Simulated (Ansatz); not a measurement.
Input file for C2H8SSi2 (`[SiH3][SiH2]CC=S`):

```yaml
crystal:
  periodic: [false, false, false]
  atoms:
    - {symbol: Si, position_ang: [-1.205049, -0.983574, 1.357412]}
    - {symbol: Si, position_ang: [0.906202, -0.405771, 0.528181]}
    - {symbol: C, position_ang: [0.787747, 0.259340, -1.260375]}
    - {symbol: C, position_ang: [0.016727, 1.509029, -1.243740]}
    - {symbol: S, position_ang: [-1.589797, 1.631621, -1.368486]}
    - {symbol: H, position_ang: [-2.032044, 0.212904, 1.652317]}
    - {symbol: H, position_ang: [-1.910620, -1.861573, 0.388003]}
    - {symbol: H, position_ang: [-0.998674, -1.741108, 2.623452]}
    - {symbol: H, position_ang: [1.800358, -1.597003, 0.499273]}
    - {symbol: H, position_ang: [1.545684, 0.633073, 1.382302]}
    - {symbol: H, position_ang: [0.284998, -0.515762, -1.843167]}
    - {symbol: H, position_ang: [1.808887, 0.409280, -1.622681]}
    - {symbol: H, position_ang: [0.606181, 2.414845, -1.077690]}
basis:
  gaussian: {orbitals: def2-TZVPP}
correlation: {method: ccsd_t}
```

```sh
$ ansatz run in.yaml --threads 4 --pin off --events-out ev --progress --plain --max-ram 10444MiB
```

The program prints (abridged):

```
Functional definition: HF
1710 factors; integrals over basis functions are off by at most 1.2e-3 eV
mean field evaluation 1: about -28727.1982 eV, gradient 2.7e1 eV
mean field evaluation 2: about -28727.5111 eV, gradient 2.7e1 eV
mean field evaluation 4: about -28730.3568 eV, gradient 4.1e0 eV
mean field evaluation 8: about -28730.4240 eV, gradient 3.8e-1 eV
mean field evaluation 16: about -28730.4249 eV, gradient 1.8e-6 eV
mean field -28730.42491706 eV, -1055.8236415205 hartree, gradient 1.8e-6 eV, S^2 0.000000; 0 other end points of the search recorded, 0 dependent functions left out; unrestricted orbitals would lower it
17 core orbitals not correlated: weight in the atoms' cores, before any rotation towards them, 1.000 or more for the frozen orbitals, at most 0.000 for the correlated occupied ones
reference -28730.42491706 eV, -1055.8236415205 hartree; 15, 15 occupied and 268, 268 virtual orbitals, 1710 factors
second order -20.64413663 eV of doubles, -0.00000000 eV of singles
cycle   1  -21.73345316 eV  change    -1.1e0 eV  update   1.2e-1
cycle   2  -22.40669155 eV  change   -6.7e-1 eV  update   3.9e-2
cycle   3  -22.55932341 eV  change   -1.5e-1 eV  update   2.2e-2
cycle   4  -22.54898346 eV  change    1.0e-2 eV  update   6.9e-3
cycle   5  -22.54706173 eV  change    1.9e-3 eV  update   3.5e-3
cycle   6  -22.54734829 eV  change   -2.9e-4 eV  update   1.1e-3
cycle   7  -22.54732524 eV  change    2.3e-5 eV  update   4.9e-4
cycle   8  -22.54756316 eV  change   -2.4e-4 eV  update   1.9e-4
cycle   9  -22.54764785 eV  change   -8.5e-5 eV  update   7.5e-5
cycle  10  -22.54761581 eV  change    3.2e-5 eV  update   4.1e-5
cycle  11  -22.54761688 eV  change   -1.1e-6 eV  update   2.6e-5
perturbative correction -1.03730007 eV, -0.0381200746 hartree
Total energy: -28754.00983402 eV, -1056.6903712324 hartree
```

Hardware: 4 threads of an Arm Neoverse V1 on a shared host. Wall time 6 min, peak host memory 9.1 GiB.

The correlation energy is -23.585 eV, 4.4 % of it from (T); the T1 diagnostic reads 0.0158.
